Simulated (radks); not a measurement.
Results of a calculation; reference values are marked as such.
Coulomb parameter of the 4d shell of the niobium ion Nb2+ in the model configuration [Kr] 4d2 5s1, as a second difference U = [E(n + 0.5) + E(n - 0.5) - 2 E(n)] / (0.5)^2 with all orbitals relaxed. "Bare": the charge of the atom changes with n. "Screened": the 5s shell takes up the change at fixed total charge, which measures U(4d,4d) + U(5s,5s) - 2 U(4d,5s). Code: a radial shooting solver on a logarithmic mesh with Libxc functionals. Model: scalar-relativistic Kohn-Sham, BLYP, spin-unpolarised, spherical densities, finite nucleus; Fermi nuclear charge, rms radius 4.324 fm.

case	configuration	E - E(n) (eV)
start	[Kr] 4d2 5s1	0.000
bare +0.5	[Kr] 4d2.5 5s1	-9.465
bare -0.5	[Kr] 4d1.5 5s1	12.267
screened +0.5	[Kr] 4d2.5 5s0.5	-1.445
screened -0.5	[Kr] 4d1.5 5s1.5	1.796

U(bare) = 11.210 eV, U(screened by 5s) = 1.404 eV, against the Slater integral F0(4d,4d) = 13.816 eV with frozen orbitals.
